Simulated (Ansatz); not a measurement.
Relaxation of ZnO2⁻ with UKS PBE0-D4/def2-TZVPD.

```sh
$ ansatz run in.yaml --threads 4 --pin off --events-out ev --progress --plain --max-ram 3916MiB
```

```yaml
crystal:
  periodic: [false, false, false]
  atoms:
    - {symbol: Zn, position_ang: [-1.593220, 1.309620, 0.056630]}
    - {symbol: O, position_ang: [1.311770, -1.079800, -0.046660]}
    - {symbol: O, position_ang: [0.281460, -0.229820, -0.009970]}
basis:
  gaussian: {orbitals: def2-TZVPD}
total_charge: -1
magnetization: {spin_polarized: true, initial_magnetization: 1}
hamiltonian: {xc: pbe0, dispersion: d4}
scf: {lower_state_search: "off"}
output: {orbitals: {seedname: orbitals}}
relax: {f_tol: 0.02, max_steps: 100}
```

Hardware: 4 threads of Arm Neoverse V2 on a shared host. Wall time 18 s.

Positions (Å) and forces (eV/Å) at steps 1, 2, 3, 4, 5, 6, 7, 8, 9, 10, 11, 13 of 13:

```xyz
3
step=1 energy=-52502.0347 eV
Zn   -1.593    1.310    0.057    0.348   -0.286   -0.012
O     1.312   -1.080   -0.047   -0.904    0.745    0.032
O     0.281   -0.230   -0.010    0.556   -0.459   -0.020
3
step=2 energy=-52502.1061 eV
Zn   -1.516    1.245    0.054    0.262   -0.216   -0.009
O     1.266   -1.043   -0.045   -0.400    0.329    0.014
O     0.249   -0.202   -0.009    0.138   -0.113   -0.005
3
step=3 energy=-52502.1081 eV
Zn   -1.366    1.121    0.049   -0.453    0.367    0.016
O     1.186   -0.979   -0.042    0.035   -0.034   -0.001
O     0.180   -0.142   -0.006    0.418   -0.333   -0.015
3
step=4 energy=-52502.1407 eV
Zn   -1.430    1.172    0.051   -0.006    0.001    0.000
O     1.216   -1.006   -0.043    0.066   -0.063   -0.003
O     0.214   -0.167   -0.007   -0.059    0.062    0.002
3
step=5 energy=-52502.1410 eV
Zn   -1.432    1.170    0.051   -0.012   -0.002    0.000
O     1.213   -1.011   -0.043   -0.047    0.022    0.001
O     0.219   -0.159   -0.007    0.059   -0.020   -0.001
3
step=6 energy=-52502.1458 eV
Zn   -1.450    1.157    0.051    0.006   -0.051   -0.001
O     1.190   -1.036   -0.044    0.041   -0.124   -0.003
O     0.259   -0.120   -0.007   -0.047    0.175    0.005
3
step=7 energy=-52502.1849 eV
Zn   -1.457    1.065    0.049   -0.112   -0.061    0.001
O     1.079   -1.105   -0.043   -0.829    1.032    0.037
O     0.379    0.040   -0.006    0.941   -0.971   -0.038
3
step=8 energy=-52502.2937 eV
Zn   -1.437    0.943    0.046   -0.070   -0.071    0.000
O     0.901   -1.108   -0.040   -0.278    0.431    0.014
O     0.535    0.165   -0.006    0.348   -0.360   -0.014
3
step=9 energy=-52502.3460 eV
Zn   -1.389    0.810    0.042   -0.012   -0.037   -0.001
O     0.706   -1.067   -0.036   -0.070    0.408    0.010
O     0.684    0.258   -0.006    0.081   -0.371   -0.010
3
step=10 energy=-52502.3557 eV
Zn   -1.362    0.761    0.040   -0.056   -0.011    0.001
O     0.634   -1.037   -0.034   -0.036    0.024    0.001
O     0.728    0.277   -0.006    0.093   -0.013   -0.002
3
step=11 energy=-52502.3647 eV
Zn   -1.343    0.673    0.038    0.029   -0.021   -0.001
O     0.498   -0.969   -0.030   -0.107   -0.288   -0.005
O     0.845    0.296   -0.008    0.078    0.309    0.006
3
step=13 energy=-52502.3684 eV
Zn   -1.341    0.613    0.037   -0.002    0.000    0.000
O     0.411   -0.913   -0.027    0.000    0.003    0.000
O     0.931    0.299   -0.009    0.003   -0.002    0.000
```

The structure holds 1 bond(s) between oxygen atoms. The relaxation made no stability test and no search for a lower SCF solution. Another isomer (doublet) lies 0.90 eV lower at PBE0-D4/def2-TZVPD; other spin states weren't run for this one.
